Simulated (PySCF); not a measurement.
## Does the structure fit the spectrum?

A compound C$_{6}$H$_{13}$OP gives the data below (simulated from a calculation) and was assigned the structure `C[C@@H]1CCCC[P@H]1=O`.

¹³C{¹H} NMR (computed): δ 32.8 (CH), 24.2 (CH), 20.4 (CH2), 19.0 (CH3), 18.8 (CH3), 17.7 (CH3).

¹H NMR (600 MHz, computed): δ 2.01 (m, 1H), 1.84 (m, 1H), 1.53 (m, 3H), 1.48 (m, 3H), 1.25 (m, 1H), 1.17 (m, 3H), 0.24 (m, 1H).

Calculated, not measured (PySCF 2.14): coordinates at the GFN2-xTB level, σ from GIAO-PBE0/pcSseg-1. Rapidly exchanging positions averaged, a single conformation, no solvent, non-relativistic Hamiltonian.

References, each an isolated molecule treated in the same way: TMS for ¹H and ¹³C.

Problem. Compare with the shifts computed for the proposed structure, pairing carbons in order of shift.

Solution. Mapped SMILES: `[CH3:1][C@@H:2]1[CH2:3][CH2:4][CH2:5][CH2:6][P@H:7]1=[O:8]`. Each H is labelled by its parent atom.

```csv
atom,computed for proposal,given list,difference
C2,40.3,32.8,+7.5
C3,34.7,24.2,+10.5
C6,33.8,20.4,+13.4
C4,31.1,19.0,+12.1
C5,26.8,18.8,+8.0
C1,17.2,17.7,-0.5
```

The rms difference is 9.6 ppm and the largest +13.4 ppm at C6 (sp3 CH2 bonded to P). The carbon types in order of shift don't match either: CH, CH2, CH2, CH2, CH2, CH3 for the proposal against CH, CH, CH2, CH3, CH3, CH3 in the data. The proposal doesn't fit.

Problem. Which isomer fits?

Solution. SMILES CC(C)[P@@]1(=O)C[C@H]1C.

- δC 32.8: sp3 CH bonded to P.
- δC 24.2, 20.4: three-membered-ring carbon; carbons of three-membered rings are unusually shielded.
- δC 19.0, 18.8, 17.7: methyl carbon; aliphatic region, no heteroatom directly attached.
- δH 2.01, 1.84, 0.24: hydrogen on a three-membered-ring carbon.

The shifts were computed for this structure.

Splittings by ³¹P in the carbon and heteronuclear signals aren't shown, as no couplings were computed. Shifts are as computed. Against solution values, carbons near 30 ppm lie about +3 ppm off and those near 130 ppm about +5 ppm. Of 1211 compounds with measured shifts, 218 miss one by over three times the rms of a fit or turn the order of signals round; such compounds aren't used in these exercises. No couplings were computed; multiplicities are counted from neighbouring protons, with m where these are inequivalent, close in shift, in a saturated or five-membered ring or joined by F or P, and br s for small geminal =CH2 splittings.
